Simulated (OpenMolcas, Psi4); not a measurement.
## How methods differ on GeH2 (SMILES [GeH2])

GeH2 has 3 atoms, charge 0, and is taken as a singlet. As SMILES, `[GeH2]`. The shape is that of a PBE0-D4/def2-TZVP optimisation.

| atom | x (Å) | y (Å) | z (Å) |
| --- | --- | --- | --- |
| Ge | -0.5701 | 0.4051 | -0.2637 |
| H | 0.7830 | 0.7436 | 0.5090 |
| H | -0.2129 | -1.1487 | -0.2453 |

Each level gives the energy change with the Ge1–H3 bond stretched from 1.594 to 1.834 Å (eV). The values are calculated.

```csv
level,kind,program,value (eV),CPU time (all runs)
SVWN5/def2-TZVPPD (restricted),LDA,Psi4,0.26,17 s
PBE/def2-TZVPPD (restricted),GGA,OpenMolcas,0.23,28 s
M06-L/def2-TZVPPD (restricted),meta-GGA,Psi4,0.27,57 s
BHLYP/def2-TZVPPD (restricted),global hybrid,Psi4,0.32,24 s
wB97M-V/def2-TZVPPD (restricted),range-separated hybrid,Psi4,0.31,99 s
B2PLYP/def2-TZVPPD (restricted),double hybrid,OpenMolcas,0.30,25 s
B2PLYP/def2-TZVPPD (density fitting for correlation) (restricted),double hybrid,Psi4,0.30,19 s
MP2/def2-TZVPPD (restricted),perturbation theory,Psi4,0.35,9.7 s
CCSD/def2-TZVPPD (restricted),coupled cluster or CI,Psi4,0.31,33 s
```

All-electron rows without a relativistic Hamiltonian named are non-relativistic. The first shape isn't each level's own minimum. The values span 0.23 to 0.35 eV. In the correlated wave-function rows the outer d shell of Ge is correlated, in sets not made for it. CPU times are rough (shared hosts, several kinds of processor): they show what a rung costs within a factor of a few.
